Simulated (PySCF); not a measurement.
Se(SH)(SMe) (CH₄S₂Se), SMILES CS[Se]S. Atoms are numbered in the order given.

```xyz
8

Se     0.0351     0.1172     0.8481
S      0.3960     2.0095    -0.3083
H      1.7601     2.0077    -0.2206
S      0.2446    -1.5318    -0.6113
C     -1.3633    -1.5110    -1.4809
H     -2.2031    -1.6755    -0.7795
H     -1.3266    -2.3397    -2.2169
H     -1.4918    -0.5526    -2.0200
```
Charge 0, spin multiplicity 1.

Geometry optimised at PBE-D3(BJ)/def2-SVP. This is a generated structure with no PubChem entry under its InChIKey; it may be hypothetical. Other conformers were not sampled.

All values below come from TDA-ωB97X/def2-SVPD run with PySCF.

Vertical excitations. Isolated molecule, no solvent.

Give excitation energies, oscillator strengths and character. (Estimate from the structure and the level; the computed values follow.)


```csv
state,energy (eV),λ (nm),f,main pairs
S1,4.10,302,0.001,"HOMO→LUMO 79 %, HOMO−1→LUMO 13 %"
S2,4.44,279,0.006,"HOMO→LUMO+1 58 %, HOMO−1→LUMO 27 %"
S3,4.59,270,0.012,HOMO−2→LUMO 65 %
S4,4.74,262,0.009,"HOMO−1→LUMO+1 46 %, HOMO−1→LUMO 22 %, HOMO−2→LUMO 16 %"
S5,5.35,232,0.020,"HOMO−1→LUMO+1 40 %, HOMO→LUMO+1 17 %, HOMO−1→LUMO 15 %, HOMO−2→LUMO 8 %"
S6,6.24,199,0.053,"HOMO−2→LUMO+1 45 %, HOMO→LUMO+2 20 %, HOMO−2→LUMO+2 13 %"
S7,6.50,191,0.139,"HOMO−2→LUMO+2 42 %, HOMO−2→LUMO+1 18 %"
S8,6.61,188,0.046,"HOMO→LUMO+3 18 %, HOMO→LUMO+2 13 %, HOMO−1→LUMO+3 9 %, HOMO−2→LUMO+2 8 %"
S9,6.74,184,0.011,"HOMO−1→LUMO+2 46 %, HOMO→LUMO+2 29 %"
S10,7.18,173,0.031,"HOMO−3→LUMO 35 %, HOMO−1→LUMO+2 17 %, HOMO→LUMO+3 17 %, HOMO→LUMO+2 9 %"
T1,3.35,370,0,"HOMO→LUMO 73 %, HOMO−1→LUMO 18 %"
T2,3.75,330,0,"HOMO−1→LUMO 46 %, HOMO→LUMO+1 37 %"
T3,3.88,319,0,"HOMO−2→LUMO 61 %, HOMO→LUMO+1 18 %"
T4,4.09,303,0,"HOMO−1→LUMO+1 38 %, HOMO−2→LUMO 24 %, HOMO→LUMO+1 16 %, HOMO−1→LUMO 9 %"
```
Triplets are in the Tamm–Dancoff approximation.
